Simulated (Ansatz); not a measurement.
Consider the substitution at a C–N bond: `C=C=C(F)N[SiH3]` + HCl → `C=C=C(F)Cl` + `N[SiH3]`.

Program: Ansatz. Geometries: PBE0-D4/def2-TZVP. ΔE: electronic, gas phase. CBS: MP2 limit from def2 TZ/QZ plus the TZ coupled-cluster correction, frozen cores. This one scheme is used for every species. DFT in def2-TZVPP. B3LYP here is the variant with VWN-RPA as its local correlation; programs differ in this. One conformer a species, not always the lowest.

`C=C=C(F)N[SiH3]`:

```xyz
12

C    -1.902    1.175    0.682
C    -0.790    0.556    0.954
C     0.352   -0.040    1.173
F     0.949    0.054    2.377
N     1.096   -0.760    0.269
Si    0.903   -0.605   -1.450
H    -2.871    0.743    0.924
H    -1.912    2.153    0.205
H     1.554   -1.569    0.663
H    -0.411   -1.094   -1.944
H     1.050    0.824   -1.814
H     1.982   -1.436   -2.040
```

HCl:

```xyz
2

Cl   -0.277   -0.455    0.354
H     0.277    0.455   -0.354
```

`C=C=C(F)Cl`:

```xyz
7

C     0.672    0.013   -1.203
C    -0.004   -0.012   -0.095
C    -0.663   -0.032    1.022
F    -1.961   -0.313    1.097
Cl    0.026    0.295    2.553
H     0.764    0.924   -1.789
H     1.166   -0.876   -1.585
```

`N[SiH3]`:

Z-matrix (Å, degrees):
```
Si
N 1 1.720
H 1 1.486 2 107.9
H 1 1.494 2 116.0 3 -120.3
H 1 1.486 2 107.9 3 119.4
H 2 1.007 1 119.6 3 -168.6
H 2 1.007 1 119.6 3 49.2
```

```
             level  ΔE (kJ/mol)  difference from CCSD(T)/CBS
            PBE-D4         31.0                         -3.8
           PBE0-D4         35.6                          0.8
          B3LYP-D4         35.6                          0.8
           ωB97M-V         34.3                         -0.5
            B2PLYP         31.6                         -3.2
            r2SCAN         31.4                         -3.4
              PBE0         31.4                         -3.4
    MP2/def2-TZVPP         36.4                          1.6
SCS-MP2/def2-TZVPP         34.4                         -0.4
   CCSD/def2-TZVPP         37.5                          2.7
CCSD(T)/def2-TZVPP         36.8                          2.0
     HF/def2-QZVPP         37.2                          2.4
    MP2/def2-QZVPP         35.2                          0.4
SCS-MP2/def2-QZVPP         33.4                         -1.4
      HF/CBS(def2)         37.2                          2.4
    CCSD/CBS(def2)         35.5                          0.7
       CCSD(T)/CBS         34.8                            0
```

Largest T1 diagnostic among the species: 0.013.

From PBE to PBE0 (25 % exact exchange), in def2-TZVPP and without D4, ΔE moves by +5.0 kJ/mol. The D4 term adds +7.0 kJ/mol with B3LYP and +4.2 kJ/mol with PBE0; it sums over pairs of atoms, weighted by their polarisabilities, and B3LYP, whose exchange is more repulsive, gets the larger term.
